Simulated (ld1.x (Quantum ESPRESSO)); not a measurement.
promethium: RRKJ pseudisation with PBE, scalar-relativistic reference atom.

Pm, norm-conserving RRKJ (Kleinman–Bylander form), made with ld1.x (Quantum ESPRESSO) 7.5 (PBE, scalar-relativistic). Core [Kr] 4d10, reference 4f5 5s2 5p6 5d1 6s1 6p0. Waves: 5p (bound): rc 2.10 bohr; 5d (bound): rc 3.80 bohr; 4f (bound): rc 0.85 bohr; 5s (bound): rc 1.40 bohr. Local part: the s channel. Core correction: none. rho0 = 0.01.

Occupied shells without a wave of their own: 6s. They enter only through the test configuration that unscreens the potential.

All-electron outer shells of the reference configuration (PBE, scalar-relativistic, ld1.x):

```csv
shell,level (eV),outermost node (bohr),outermost maximum (bohr)
4p,-235.69,0.31,0.58
4d,-121.73,0.29,0.60
5s,-40.72,0.70,1.29
5p,-21.60,0.75,1.48
6s,-3.15,1.74,3.82
5d,-1.20,0.86,2.29
4f,-1.10,–,0.64
6p,-1.04,2.12,5.28
```

Task: Estimate the cutoffs (Ry, on a coarse ladder) from which the occupation-weighted sum of valence levels, in a spherical-Bessel basis at the reference potential, stays within 10 and 1 mRy of its value at 400 Ry.

Result: 300 Ry and over 300 Ry.

Task: What does a ghost test show?

Result: No extra level below or beside the all-electron valence levels (p, d, f, s tested).

Task: Which valence shell sets the plane-wave cutoff?

Result: 4f: its level needs 300 Ry to come within 1 mRy, against 90 Ry for 5s.

Task: Tests: 4f5 5s2 5p6 5d0 6s2 6p0; 4f5 5s2 5p6 5d0 6s1 6p0; 4f5 5s2 5p6 5d0 6s0 6p0; 4f5 5s2 5p6 5d0 6s0 6p2; 4f4 5s2 5p6 5d0 6s2 6p0; 4f4 5s2 5p6 5d0 6s0 6p0; 4f4 5s2 5p6 5d1 6s1 6p0. Which has the largest error in its energy relative to the reference configuration, and how large is it?

Result: 4f4 5s2 5p6 5d1 6s1 6p0, with -190 meV (all-electron minus pseudo) on +6.94 eV.
